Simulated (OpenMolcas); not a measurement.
An OpenMolcas run meant for neutral lanthanum (ANO-R0, X2C; inactive shells 1s 2s 2p 3s 3p 3d 4s 4p 4d 5s 5p; intended active space 3 electrons in 6 orbitals (5d 6s)). One step of its input:

```
&RASSCF
FileOrb=start.orb
Symmetry=1
Spin=4
nActEl=3 0 0
Inactive=15 12
Ras2=6 0
CIRoot=23 23 1
SDav=20
CIMx=300
Iter=65 100
PrWF=0.3
OrbListing=Nothing
MaxOrb=0
Atom
CIOnly
>>> COPY $Project.JobIph JOB001
```

Lines from the output:

```
...
      Number of secondary orbitals               0
      Spin quantum number                      1.5
      State symmetry                             1
Orbital specifications:
      -----------------------

      Symmetry species                           1   2
                                                ag  au
      Frozen orbitals                            0   0
      Inactive orbitals                         15  12
      Active orbitals                            6   0
      RAS1 orbitals                              0   0
      RAS2 orbitals                              6   0
      RAS3 orbitals                              0   0
      Secondary orbitals                         0   0
      Deleted orbitals                           0   0
      Number of basis functions                 21  12
      Number of CSFs                            20
      Number of root(s) required                23
 ************ ERROR ***********
  You can't ask for more roots
  than there are configurations
 ******************************
--- Stop Module: rasscf at  /rc=_RC_INPUT_ERROR_ ---
.####################.
.# User input error #.
.####################.
```

Question: What is wrong with the input?

Answer: CIRoot asks for more roots than the active space has configuration state functions.
